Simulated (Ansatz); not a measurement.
A short molecular-dynamics run on B$_{2}$Br$_{2}$F$_{4}$, SMILES `F[B-]1(F)[Br+][B-](F)(F)[Br+]1`.

```yaml
crystal:
  periodic: [false, false, false]
  atoms:
    - {symbol: F, position_ang: [1.889565, -1.390173, 0.523179]}
    - {symbol: B, position_ang: [0.602847, -1.129559, 0.681278]}
    - {symbol: F, position_ang: [-0.134773, -1.900692, 1.462192]}
    - {symbol: Br, position_ang: [-0.339205, -0.929943, -1.241034]}
    - {symbol: B, position_ang: [-0.602876, 1.129640, -0.681135]}
    - {symbol: F, position_ang: [-1.889942, 1.387500, -0.521312]}
    - {symbol: F, position_ang: [0.132092, 1.902378, -1.462971]}
    - {symbol: Br, position_ang: [0.342292, 0.930848, 1.239802]}
basis:
  gaussian: {orbitals: def2-SVP}
hamiltonian: {xc: {name: BLYP}, dispersion: d4}
md: {timestep: 1 fs, n_steps: 50, ensemble: nve, temperature: 700, initial_velocities: maxwell_boltzmann, seed: 17}
```

```sh
$ ansatz run in.yaml --threads 4 --pin off --events-out ev --progress --plain --max-ram 11315MiB
```

```
step  time (fs)  potential energy (eV)  kinetic (eV)  T (K)  conserved (eV)
   0        0.0           -152294.6609        0.5429    700    -152294.1180
   1        1.0           -152294.6620        0.5439    701    -152294.1180
   2        2.0           -152294.6590        0.5410    698    -152294.1180
   3        3.0           -152294.6527        0.5347    689    -152294.1179
   4        4.0           -152294.6437        0.5259    678    -152294.1179
   5        5.0           -152294.6330        0.5151    664    -152294.1178
   6        6.0           -152294.6211        0.5033    649    -152294.1178
   7        7.0           -152294.6085        0.4907    633    -152294.1178
   8        8.0           -152294.5955        0.4778    616    -152294.1178
   9        9.0           -152294.5826        0.4649    599    -152294.1178
  10       10.0           -152294.5701        0.4524    583    -152294.1177
  11       11.0           -152294.5585        0.4408    568    -152294.1177
  12       12.0           -152294.5481        0.4304    555    -152294.1177
  13       13.0           -152294.5395        0.4218    544    -152294.1176
  14       14.0           -152294.5328        0.4152    535    -152294.1176
  15       15.0           -152294.5283        0.4107    530    -152294.1176
  16       16.0           -152294.5259        0.4083    526    -152294.1177
  17       17.0           -152294.5254        0.4077    526    -152294.1177
  18       18.0           -152294.5263        0.4086    527    -152294.1177
  19       19.0           -152294.5281        0.4103    529    -152294.1178
  20       20.0           -152294.5300        0.4122    531    -152294.1178
  21       21.0           -152294.5311        0.4133    533    -152294.1179
  22       22.0           -152294.5307        0.4128    532    -152294.1179
  23       23.0           -152294.5278        0.4099    529    -152294.1179
  24       24.0           -152294.5223        0.4044    521    -152294.1179
  25       25.0           -152294.5144        0.3965    511    -152294.1179
  26       26.0           -152294.5049        0.3871    499    -152294.1178
  27       27.0           -152294.4952        0.3775    487    -152294.1177
  28       28.0           -152294.4869        0.3693    476    -152294.1176
  29       29.0           -152294.4812        0.3637    469    -152294.1176
  30       30.0           -152294.4788        0.3612    466    -152294.1176
  31       31.0           -152294.4793        0.3617    466    -152294.1176
  32       32.0           -152294.4819        0.3642    470    -152294.1177
  33       33.0           -152294.4853        0.3675    474    -152294.1178
  34       34.0           -152294.4881        0.3703    477    -152294.1178
  35       35.0           -152294.4896        0.3718    479    -152294.1178
  36       36.0           -152294.4896        0.3718    479    -152294.1178
  37       37.0           -152294.4887        0.3709    478    -152294.1177
  38       38.0           -152294.4879        0.3702    477    -152294.1177
  39       39.0           -152294.4886        0.3710    478    -152294.1176
  40       40.0           -152294.4922        0.3747    483    -152294.1175
  41       41.0           -152294.4999        0.3825    493    -152294.1174
  42       42.0           -152294.5126        0.3952    510    -152294.1174
  43       43.0           -152294.5306        0.4132    533    -152294.1174
  44       44.0           -152294.5537        0.4363    563    -152294.1175
  45       45.0           -152294.5813        0.4637    598    -152294.1175
  46       46.0           -152294.6121        0.4945    638    -152294.1176
  47       47.0           -152294.6450        0.5273    680    -152294.1177
  48       48.0           -152294.6784        0.5607    723    -152294.1178
  49       49.0           -152294.7112        0.5933    765    -152294.1179
  50       50.0           -152294.7421        0.6242    805    -152294.1179
```

Velocities are drawn at the set temperature; a run this short doesn't reach equilibrium.

Frames (Å, forces in eV/Å):

```xyz
8
time=0.0 fs
F     1.890   -1.390    0.523    0.702   -0.157   -0.073
B     0.603   -1.130    0.681   -0.082    0.152   -0.093
F    -0.135   -1.901    1.462   -0.387   -0.432    0.432
Br   -0.339   -0.930   -1.241   -0.135   -0.368   -0.493
B    -0.603    1.130   -0.681    0.082   -0.154    0.091
F    -1.890    1.387   -0.521   -0.701    0.157    0.076
F     0.132    1.902   -1.463    0.386    0.434   -0.431
Br    0.342    0.931    1.240    0.136    0.368    0.492
8
time=2.0 fs
F     1.893   -1.405    0.526    0.756   -0.056   -0.137
B     0.607   -1.131    0.663   -0.222   -0.132    0.072
F    -0.127   -1.899    1.460   -0.352   -0.298    0.333
Br   -0.339   -0.937   -1.239   -0.107   -0.251   -0.442
B    -0.606    1.150   -0.658    0.498   -0.013   -0.351
F    -1.891    1.400   -0.540   -0.976    0.146    0.250
F     0.122    1.919   -1.467    0.300    0.175   -0.135
Br    0.342    0.931    1.242    0.103    0.430    0.411
8
time=4.0 fs
F     1.897   -1.421    0.529    0.698    0.061   -0.191
B     0.610   -1.133    0.645   -0.262   -0.432    0.248
F    -0.120   -1.898    1.459   -0.305   -0.156    0.215
Br   -0.339   -0.944   -1.237   -0.078   -0.152   -0.404
B    -0.607    1.170   -0.637    0.689    0.160   -0.747
F    -1.894    1.413   -0.559   -1.049    0.095    0.393
F     0.112    1.936   -1.471    0.237   -0.060    0.152
Br    0.342    0.932    1.245    0.070    0.484    0.333
8
time=6.0 fs
F     1.903   -1.436    0.532    0.541    0.187   -0.236
B     0.612   -1.136    0.628   -0.191   -0.705    0.408
F    -0.114   -1.897    1.458   -0.267   -0.036    0.109
Br   -0.338   -0.950   -1.235   -0.051   -0.069   -0.379
B    -0.605    1.190   -0.618    0.589    0.321   -1.050
F    -1.899    1.426   -0.577   -0.888    0.004    0.513
F     0.102    1.954   -1.475    0.227   -0.231    0.381
Br    0.342    0.933    1.248    0.039    0.530    0.254
8
time=8.0 fs
F     1.910   -1.451    0.534    0.323    0.311   -0.274
B     0.614   -1.142    0.613   -0.034   -0.914    0.529
F    -0.108   -1.897    1.457   -0.251    0.039    0.035
Br   -0.338   -0.957   -1.234   -0.026   -0.004   -0.367
B    -0.602    1.212   -0.603    0.245    0.429   -1.235
F    -1.906    1.438   -0.594   -0.545   -0.107    0.618
F     0.093    1.970   -1.478    0.279   -0.322    0.521
Br    0.341    0.934    1.251    0.009    0.568    0.172
8
time=10.0 fs
F     1.918   -1.465    0.535    0.093    0.415   -0.306
B     0.616   -1.151    0.599    0.162   -1.031    0.595
F    -0.103   -1.896    1.457   -0.261    0.058    0.008
Br   -0.338   -0.964   -1.232   -0.004    0.044   -0.367
B    -0.597    1.235   -0.592   -0.223    0.454   -1.284
F    -1.915    1.451   -0.609   -0.128   -0.213    0.711
F     0.085    1.986   -1.480    0.384   -0.329    0.562
Br    0.341    0.936    1.254   -0.023    0.603    0.081
8
time=12.0 fs
F     1.926   -1.478    0.536   -0.105    0.487   -0.331
B     0.618   -1.164    0.587    0.346   -1.043    0.597
F    -0.098   -1.895    1.456   -0.294    0.020    0.030
Br   -0.338   -0.971   -1.231    0.017    0.071   -0.373
B    -0.594    1.260   -0.586   -0.690    0.382   -1.188
F    -1.923    1.463   -0.624    0.257   -0.293    0.785
F     0.077    2.002   -1.481    0.529   -0.260    0.502
Br    0.341    0.937    1.257   -0.061    0.636   -0.023
8
time=14.0 fs
F     1.934   -1.491    0.536   -0.239    0.517   -0.346
B     0.621   -1.181    0.578    0.478   -0.953    0.533
F    -0.094   -1.894    1.456   -0.343   -0.065    0.098
Br   -0.337   -0.978   -1.230    0.040    0.078   -0.380
B    -0.593    1.286   -0.584   -1.056    0.218   -0.956
F    -1.931    1.475   -0.636    0.534   -0.336    0.833
F     0.070    2.016   -1.481    0.693   -0.132    0.359
Br    0.341    0.939    1.260   -0.107    0.672   -0.140
8
time=16.0 fs
F     1.941   -1.502    0.535   -0.291    0.505   -0.350
B     0.626   -1.201    0.570    0.526   -0.779    0.412
F    -0.091   -1.893    1.456   -0.395   -0.182    0.196
Br   -0.337   -0.985   -1.229    0.065    0.067   -0.384
B    -0.595    1.313   -0.586   -1.251   -0.004   -0.627
F    -1.938    1.486   -0.647    0.661   -0.343    0.850
F     0.065    2.031   -1.480    0.847    0.023    0.169
Br    0.341    0.942    1.263   -0.162    0.713   -0.266
8
time=18.0 fs
F     1.947   -1.512    0.534   -0.257    0.454   -0.344
B     0.633   -1.223    0.564    0.470   -0.552    0.258
F    -0.088   -1.893    1.456   -0.434   -0.307    0.302
Br   -0.337   -0.992   -1.228    0.093    0.039   -0.379
B    -0.602    1.340   -0.589   -1.222   -0.234   -0.267
F    -1.943    1.496   -0.656    0.620   -0.317    0.836
F     0.062    2.045   -1.479    0.955    0.159   -0.012
Br    0.340    0.944    1.265   -0.225    0.758   -0.393
8
time=20.0 fs
F     1.954   -1.522    0.532   -0.147    0.374   -0.328
B     0.642   -1.248    0.559    0.303   -0.309    0.101
F    -0.086   -1.893    1.456   -0.442   -0.417    0.388
Br   -0.337   -0.999   -1.228    0.126   -0.002   -0.367
B    -0.614    1.366   -0.594   -0.934   -0.416    0.047
F    -1.947    1.506   -0.663    0.409   -0.269    0.795
F     0.060    2.060   -1.478    0.979    0.233   -0.125
Br    0.340    0.948    1.268   -0.295    0.805   -0.512
8
time=22.0 fs
F     1.959   -1.530    0.530    0.015    0.278   -0.305
B     0.651   -1.274    0.554    0.038   -0.085   -0.026
F    -0.085   -1.894    1.458   -0.405   -0.491    0.429
Br   -0.336   -1.006   -1.228    0.161   -0.051   -0.346
B    -0.628    1.390   -0.598   -0.389   -0.512    0.264
F    -1.951    1.515   -0.669    0.051   -0.208    0.733
F     0.061    2.076   -1.477    0.895    0.218   -0.131
Br    0.339    0.951    1.271   -0.367    0.852   -0.618
8
time=24.0 fs
F     1.965   -1.538    0.526    0.185    0.181   -0.276
B     0.661   -1.300    0.549   -0.282    0.096   -0.107
F    -0.085   -1.897    1.460   -0.317   -0.523    0.413
Br   -0.336   -1.013   -1.228    0.197   -0.106   -0.319
B    -0.644    1.413   -0.602    0.330   -0.517    0.377
F    -1.954    1.524   -0.674   -0.385   -0.147    0.656
F     0.063    2.092   -1.477    0.710    0.121   -0.036
Br    0.339    0.955    1.273   -0.438    0.895   -0.708
8
time=26.0 fs
F     1.972   -1.546    0.523    0.302    0.099   -0.244
B     0.670   -1.325    0.544   -0.585    0.222   -0.138
F    -0.086   -1.900    1.464   -0.188   -0.518    0.343
Br   -0.335   -1.019   -1.228    0.233   -0.162   -0.288
B    -0.659    1.434   -0.604    1.049   -0.455    0.417
F    -1.958    1.532   -0.677   -0.772   -0.097    0.575
F     0.067    2.108   -1.476    0.465   -0.023    0.118
Br    0.338    0.959    1.274   -0.505    0.934   -0.784
8
time=28.0 fs
F     1.978   -1.553    0.518    0.310    0.042   -0.209
B     0.676   -1.350    0.538   -0.789    0.293   -0.133
F    -0.087   -1.904    1.467   -0.038   -0.487    0.236
Br   -0.335   -1.026   -1.228    0.267   -0.217   -0.254
B    -0.670    1.453   -0.605    1.544   -0.359    0.429
F    -1.964    1.540   -0.678   -0.946   -0.069    0.502
F     0.071    2.124   -1.475    0.217   -0.170    0.276
Br    0.336    0.964    1.276   -0.564    0.967   -0.848
8
time=30.0 fs
F     1.986   -1.561    0.514    0.175    0.013   -0.173
B     0.680   -1.374    0.532   -0.837    0.316   -0.109
F    -0.088   -1.909    1.472    0.112   -0.442    0.114
Br   -0.334   -1.034   -1.228    0.296   -0.270   -0.219
B    -0.676    1.471   -0.604    1.649   -0.261    0.448
F    -1.971    1.548   -0.679   -0.793   -0.065    0.448
F     0.076    2.139   -1.474    0.012   -0.287    0.396
Br    0.335    0.969    1.277   -0.614    0.997   -0.905
8
time=32.0 fs
F     1.994   -1.568    0.508   -0.093    0.007   -0.138
B     0.681   -1.397    0.525   -0.721    0.306   -0.082
F    -0.089   -1.915    1.476    0.244   -0.394   -0.008
Br   -0.333   -1.041   -1.228    0.319   -0.320   -0.185
B    -0.676    1.488   -0.602    1.352   -0.182    0.489
F    -1.980    1.556   -0.679   -0.322   -0.079    0.416
F     0.082    2.154   -1.472   -0.125   -0.361    0.461
Br    0.333    0.975    1.277   -0.653    1.023   -0.954
8
time=34.0 fs
F     2.001   -1.575    0.503   -0.444    0.014   -0.106
B     0.680   -1.419    0.518   -0.483    0.277   -0.059
F    -0.089   -1.922    1.481    0.350   -0.347   -0.118
Br   -0.332   -1.048   -1.229    0.336   -0.367   -0.152
B    -0.671    1.505   -0.598    0.789   -0.132    0.549
F    -1.990    1.564   -0.678    0.332   -0.099    0.403
F     0.086    2.169   -1.469   -0.197   -0.394    0.476
Br    0.331    0.981    1.277   -0.683    1.047   -0.994
8
time=36.0 fs
F     2.008   -1.583    0.498   -0.807    0.025   -0.078
B     0.676   -1.439    0.511   -0.196    0.238   -0.041
F    -0.089   -1.930    1.485    0.429   -0.301   -0.213
Br   -0.331   -1.056   -1.229    0.347   -0.412   -0.122
B    -0.663    1.521   -0.592    0.156   -0.104    0.613
F    -1.999    1.572   -0.676    0.998   -0.115    0.403
F     0.091    2.182   -1.465   -0.223   -0.400    0.462
Br    0.329    0.988    1.277   -0.704    1.069   -1.023
8
time=38.0 fs
F     2.013   -1.590    0.492   -1.118    0.032   -0.055
B     0.672   -1.459    0.504    0.069    0.197   -0.028
F    -0.087   -1.938    1.489    0.485   -0.257   -0.295
Br   -0.329   -1.063   -1.230    0.351   -0.456   -0.094
B    -0.655    1.536   -0.583   -0.382   -0.083    0.657
F    -2.006    1.579   -0.674    1.545   -0.123    0.410
F     0.095    2.195   -1.460   -0.232   -0.400    0.444
Br    0.326    0.995    1.276   -0.719    1.089   -1.038
8
time=40.0 fs
F     2.016   -1.597    0.486   -1.328    0.032   -0.037
B     0.669   -1.478    0.497    0.258    0.157   -0.018
F    -0.085   -1.947    1.493    0.524   -0.213   -0.366
Br   -0.328   -1.071   -1.231    0.352   -0.499   -0.069
B    -0.648    1.552   -0.573   -0.731   -0.049    0.655
F    -2.010    1.586   -0.670    1.906   -0.124    0.422
F     0.099    2.207   -1.454   -0.250   -0.411    0.448
Br    0.323    1.003    1.275   -0.730    1.106   -1.035
8
time=42.0 fs
F     2.016   -1.604    0.480   -1.412    0.025   -0.024
B     0.666   -1.497    0.489    0.338    0.120   -0.012
F    -0.082   -1.956    1.495    0.546   -0.171   -0.424
Br   -0.326   -1.080   -1.231    0.349   -0.540   -0.047
B    -0.644    1.567   -0.560   -0.850    0.006    0.597
F    -2.010    1.593   -0.666    2.058   -0.119    0.436
F     0.102    2.218   -1.447   -0.291   -0.440    0.487
Br    0.319    1.011    1.273   -0.738    1.120   -1.013
8
time=44.0 fs
F     2.013   -1.611    0.474   -1.357    0.011   -0.015
B     0.664   -1.515    0.482    0.300    0.088   -0.012
F    -0.077   -1.965    1.497    0.551   -0.133   -0.466
Br   -0.324   -1.088   -1.232    0.344   -0.578   -0.028
B    -0.643    1.582   -0.545   -0.742    0.079    0.488
F    -2.006    1.599   -0.661    1.998   -0.112    0.447
F     0.104    2.228   -1.439   -0.352   -0.484    0.555
Br    0.315    1.020    1.270   -0.742    1.129   -0.969
8
time=46.0 fs
F     2.008   -1.618    0.468   -1.167   -0.007   -0.010
B     0.663   -1.533    0.474    0.150    0.066   -0.025
F    -0.072   -1.975    1.498    0.535   -0.103   -0.486
Br   -0.322   -1.097   -1.233    0.335   -0.612   -0.012
B    -0.644    1.597   -0.528   -0.429    0.155    0.354
F    -1.998    1.606   -0.655    1.733   -0.105    0.451
F     0.106    2.237   -1.430   -0.415   -0.525    0.632
Br    0.311    1.029    1.268   -0.741    1.130   -0.904
8
time=48.0 fs
F     2.000   -1.625    0.462   -0.858   -0.026   -0.010
B     0.663   -1.551    0.467   -0.086    0.056   -0.054
F    -0.065   -1.985    1.498    0.490   -0.085   -0.475
Br   -0.320   -1.106   -1.234    0.321   -0.640   -0.002
B    -0.647    1.613   -0.510    0.038    0.215    0.228
F    -1.986    1.612   -0.648    1.281   -0.101    0.441
F     0.107    2.246   -1.420   -0.456   -0.542    0.689
Br    0.307    1.039    1.264   -0.731    1.123   -0.817
8
time=50.0 fs
F     1.990   -1.633    0.456   -0.468   -0.041   -0.015
B     0.663   -1.568    0.459   -0.359    0.058   -0.102
F    -0.058   -1.995    1.496    0.409   -0.083   -0.428
Br   -0.317   -1.115   -1.234    0.299   -0.662    0.000
B    -0.649    1.630   -0.491    0.580    0.243    0.141
F    -1.972    1.618   -0.640    0.689   -0.103    0.416
F     0.107    2.253   -1.409   -0.445   -0.517    0.695
Br    0.302    1.050    1.261   -0.706    1.104   -0.706
```

Hardware: 4 threads of an Arm Neoverse V2 on a shared host. Wall time 83 s, peak host memory 0.23 GiB.
